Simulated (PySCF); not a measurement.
H4OSeSi, SMILES O[SiH2][SeH]. Geometry optimised at ωB97X-D3(BJ)/def2-SVP. The values are those of a single conformer.

Computed equilibrium geometry at ωB97X-D3(BJ)/def2-SVP (PySCF confirms it by a frequency run) as Cartesian coordinates in Å (one conformer of several):
```xyz
7

Si    -1.1860     0.0144     0.3692
O     -1.4229     1.6234     0.7157
Se     0.9153    -0.4190    -0.3738
H     -1.4742    -0.7055     1.6311
H     -2.0447    -0.4740    -0.7457
H     -1.1552     2.2533     0.0377
H      1.5399    -0.0166     0.8911
```
